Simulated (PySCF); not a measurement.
Potential energy curve for Ga2, triplet.

Levels: UKS-r2SCAN = unrestricted r2SCAN/def2-TZVP (PySCF); UKS-B3LYP = unrestricted B3LYP/def2-TZVP in PySCF; UKS-PBE = unrestricted PBE/def2-TZVP in PySCF.

Magnitude of the dipole moment (D; its direction can reverse along the curve, and a method can change to another solution) and Mulliken charge of the fragment that holds Ga1:

```tsv
R / Å	μ UKS-r2SCAN	q UKS-r2SCAN	μ UKS-B3LYP	q UKS-B3LYP	μ UKS-PBE	q UKS-PBE
2.32	0.00	0.00	0.00	0.00	0.00	0.00
2.40	0.00	0.00	0.00	0.00	0.00	0.00
2.54	0.00	0.00	0.00	0.00	0.00	0.00
2.63	0.00	0.00	0.00	0.00	0.00	0.00
2.70	0.00	0.00	0.00	0.00	0.00	0.00
2.81	0.00	0.00	0.00	0.00	0.00	0.00
2.89	0.00	0.00	0.00	0.00	0.00	0.00
2.97	0.00	0.00	0.00	0.00	0.00	0.00
3.15	0.00	0.00	0.00	0.00	0.00	0.00
3.31	0.00	0.00	0.00	0.00	0.00	0.00
3.65	0.00	0.00	0.00	0.00	0.00	0.00
4.02	0.00	0.00	0.00	0.00	0.00	0.00
4.49	0.00	0.00	0.00	0.00	0.00	0.00
4.86	0.00	0.00	0.99	0.04	0.00	0.00
5.38	0.94	0.03	1.05	0.04	0.00	0.00
6.00	0.80	0.02	0.68	0.02	0.01	0.00
6.66	0.42	0.01	0.33	0.01	0.39	0.01
7.32	0.18	0.00	0.14	0.00	0.42	0.01
8.17	0.06	0.00	0.05	0.00	0.17	0.00
```

The scan ran from 2.13 to 8.17 Å; beyond the distances shown one of the unrestricted levels run for this scan, shown here or not, changes its spin distribution in one step.
